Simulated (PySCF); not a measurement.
Compound: C₄H₄ClF₂N.
SMILES: `N#C[C@@](F)(CF)CCl`

A linear-response calculation (PySCF, def2-SVPD basis, gas phase, vertical, core orbitals frozen in the response) gave these numbers; the functional is withheld.

Orbital energies (eV): HOMO-3 -10.32, HOMO-2 -10.06, HOMO-1 -9.13, HOMO -9.05, LUMO -1.08, LUMO+1 -0.55, LUMO+2 -0.17.

```tsv
state	E (eV)	f	main configurations (H = HOMO, L = LUMO)
S1	6.92	0.0038	H-1→L (88%)
S2	6.97	0.0030	H→L (93%)
S3	7.36	0.0036	H-2→L (65%), H-1→L+2 (10%)
S4	7.54	0.0004	H→L+1 (40%), H-1→L+1 (37%), H→L+2 (8%)
S5	7.58	0.0028	H→L+1 (48%), H-1→L+1 (32%), H-3→L (10%)
S6	7.66	0.0010	H→L+2 (80%)
```

Triplets, Tamm–Dancoff:

```tsv
state	E (eV)	λ (nm)	main configurations (H = HOMO, L = LUMO)
T1	6.09	203.7	H-3→L (46%), H-2→L+1 (15%)
T2	6.47	191.6	H-1→L (29%), H→L (29%), H→L+2 (14%)
T3	6.50	190.9	H→L (29%), H-1→L (22%), H→L+2 (19%)
T4	6.67	186.0	H-2→L+1 (20%), H-2→L (18%), H-3→L (10%)
```

Vertical ionisation energy by ΔSCF with the same functional: 11.45 eV. Mean static polarisability: 66.4 au.

Question: Which of these was used?
A. PBE
B. HF
C. B3LYP
D. wB97X-D

Answer: C. B3LYP is a global hybrid with 20% exact exchange. In this run −ε(HOMO) = 9.05 eV differs from the ΔSCF value by -2.40 eV, and S1 differs from the orbital gap of 7.97 eV by -1.06 eV. The ratio −ε(HOMO)/IP is 0.79. Usual ranges for neutral molecules in this basis: 0.67 to 0.83 with B3LYP, 0.5 to 0.7 with PBE, 0.89 to 0.99 with wB97X-D; with Hartree–Fock the ratio is 1 or more (Koopmans' value less the relaxation energy is the ΔSCF value).

Computed, not measured: TDDFT B3LYP/def2-SVPD, vertical, gas phase, core orbitals frozen in the response (PySCF). One conformer (not necessarily the lowest) at the PBE0-D3(BJ)/def2-SVP geometry, without solvent, vibrations or thermal averaging.

Shape of the structure used: `[N:1]#[C:2][C@@:3]([F:4])([CH2:5][F:6])[CH2:7][Cl:8]`: C2–C3–C5–F6 174°, C2–C3–C7–Cl8 -60°.
